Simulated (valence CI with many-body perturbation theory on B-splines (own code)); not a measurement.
# Assign the levels of La XIX

Computed by relativistic CI+MBPT: three valence electrons over a frozen Dirac-Fock core [Kr], radial functions for each j: 7 s, 7 p, 8 d, 6 f, 4 g, 1 h, with the one-electron correlation potential Σ1, the two-electron term Σ2, the three-electron term Σ3, Breit, model QED; selected CI, second order for the rest, scaled by the run's own slope (own B-spline code, finite nucleus).

No measured spectrum was set against this ion. As an estimate, terms of the open shell hold to 2 to 4 % of their energy, and close levels can change places. The list stops below the first excitations out of the core.

```tsv
No.	J	Parity	E (cm⁻¹)	g
1	3/2	even	0.0	0.512
2	5/2	even	18243	1.038
3	7/2	even	31023	1.169
6	1/2	even	42055	2.092
7	7/2	even	58861	0.970
9	5/2	even	62477	1.542
11	1/2	even	76056	1.241
12	11/2	even	80264	1.089
16	7/2	even	99333	1.126
18	3/2	even	144500	0.812
19	5/2	even	149480	1.165
```

Energies count from the lowest level. Strongly mixed levels and levels close to another of their J and parity are left out, so the numbers can have gaps.

Give configuration and LS term of each level.

1: 4d3 4F; 2: 4d3 4F; 3: 4d3 4F; 6: 4d3 4P; 7: 4d3 2G; 9: 4d3 4P; 11: 4d3 2P; 12: 4d3 2H; 16: 4d3 2F; 18: 4d3 2D; 19: 4d3 2D.
